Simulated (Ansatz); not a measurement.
Ansatz results at the PBE0-D4/def2-TZVP geometry: size of the dipole moment (B3LYP/def2-TZVPP) 1.57 D; HOMO energy (ωB97M-V/def2-TZVPP) -8.87 eV; HOMO–LUMO gap (B3LYP/def2-TZVPP) 4.68 eV.

Each molecule was computed in one conformer, which needn't be the lowest.

Which molecule gave them?
A. `N[SiH]([AsH2])C=O`
B. `S/C=C1/BN1`
C. `[SiH3]/C=C/Cl`
D. `F[SiH]([SiH3])[CH2][AlH2]`

A. The others give `F[SiH]([SiH3])[CH2][AlH2]`: 0.35, -10.21, 6.76; `[SiH3]/C=C/Cl`: 0.73, -9.83, 6.47; `S/C=C1/BN1`: 2.29, -8.47, 5.09.

B3LYP here is the variant with VWN-RPA as its local correlation; programs differ in this.
